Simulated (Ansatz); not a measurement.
Mulliken charges of `[F][Ge]([Br])([Br])[Br]` from ωB97M-V/def2-TZVPP in Ansatz (PBE0-D4/def2-TZVP geometry).

| atom | x (Å) | y (Å) | z (Å) | charge (e) |
| --- | --- | --- | --- | --- |
| F1 | 0.207 | -1.471 | 0.989 | -0.330 |
| Ge2 | 0.016 | -0.063 | 0.025 | 0.849 |
| Br3 | -1.302 | 1.370 | 1.185 | -0.173 |
| Br4 | -0.956 | -0.707 | -1.918 | -0.173 |
| Br5 | 2.085 | 0.797 | -0.321 | -0.173 |

**Question.** By hand: the dipole of these point charges (1 e Å = 4.8032 D).

**Answer.** Σ q r = (-0.025, 0.179, -0.123) e Å, of length 0.219 e Å = 1.05 D.

**Question.** How does the dipole of the full density compare? (Best estimate.)

**Answer.** Computed: (-0.026, 0.194, -0.133) e Å, 1.14 D; the point charges give 0.92 times that, at 0° from its direction.

Point charges leave out the atoms' own dipoles, such as those of lone pairs, and Mulliken's split depends on the basis, so the close match here is no proof of good charges.
